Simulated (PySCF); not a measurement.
Si(Cl)2(OH)(NH2) (Cl2H3NOSi), SMILES N[Si](O)(Cl)Cl. Atoms are numbered in the order given.

```xyz
8

N     -1.4783     1.1461     0.5719
Si    -0.3720    -0.0320     0.0268
O     -1.2414    -1.3876    -0.3750
Cl     0.9784    -0.3430     1.5642
Cl     0.7692     0.4698    -1.6523
H     -2.2665     1.4214    -0.0178
H     -1.1528     1.9071     1.1697
H     -0.8026    -1.9576    -1.0315
```
Charge 0, spin multiplicity 1.

Geometry: PBE-D3(BJ)/def2-SVP. This is a generated structure with no PubChem entry under its InChIKey; it may be hypothetical. One conformer was computed; it need not be the lowest.

These are PySCF with PBE/pcSseg-1 values and carry that method's errors.

GIAO shieldings, no solvent; atoms listed in one row are averaged. δ = σ(ref) − σ: ¹⁵N against NH3 (σ = 267.0 ppm); ²⁹Si against TMS (σ = 335.4 ppm); ¹⁷O against H2O (σ = 334.3 ppm); ³⁵Cl against HCl (σ = 936.5 ppm); ¹H against TMS (σ = 31.49 ppm), references at their B3LYP-D3(BJ)/def2-TZVP geometries, non-relativistic (without spin–orbit terms, shifts of atoms bonded to Cl or Br come out too high).

Question: Estimate the chemical shifts. (An estimate is asked for; the answer gives what the named calculation found.)

Answer: 
| nucleus | atoms | count | δ (ppm) |
|---|---|---|---|
| ¹⁵N | N1 | 1 | 52.6 |
| ²⁹Si | Si2 | 1 | -15.8 |
| ¹⁷O | O3 | 1 | 109.9 |
| ³⁵Cl | Cl5 | 1 | 157.7 |
| ³⁵Cl | Cl4 | 1 | 126.0 |
| ¹H | H8 | 1 | 2.71 |
| ¹H | H6, H7 | 2 | 1.82 |
